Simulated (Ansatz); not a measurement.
```yaml
crystal:
  periodic: [false, false, false]
  atoms:
    - {symbol: C, position_ang: [-0.747570, -1.138251, -1.037550]}
    - {symbol: Al, position_ang: [0.379866, 0.189702, -0.208350]}
    - {symbol: B, position_ang: [0.340112, 1.184556, 1.836404]}
    - {symbol: C, position_ang: [1.272378, 1.477779, 0.913090]}
    - {symbol: S, position_ang: [2.150358, 1.423684, -0.606128]}
    - {symbol: H, position_ang: [-1.539984, -1.468687, -0.364997]}
    - {symbol: H, position_ang: [-0.148910, -2.004344, -1.329453]}
    - {symbol: H, position_ang: [-1.202432, -0.726103, -1.941504]}
    - {symbol: H, position_ang: [-0.415419, 1.015162, 2.721487]}
basis:
  gaussian: {orbitals: x2c-TZVPPall, nuclear_model: gaussian}
hamiltonian: {xc: {name: HF}}
correlation: {method: mp2, frozen_orbitals: {C: 9}}
scf: {lower_state_search: full}
output: {forces: true}
```

```sh
$ ansatz run in.yaml --threads 2 --pin off --events-out ev --progress --plain --max-ram 4352MiB
```

Shortened log:

```
Functional definition: HF
Error: "frozen_orbitals" has no count for Al
```

In this input frozen orbitals are typed for one element alone, and the program wants a count for each. The program refused the input.
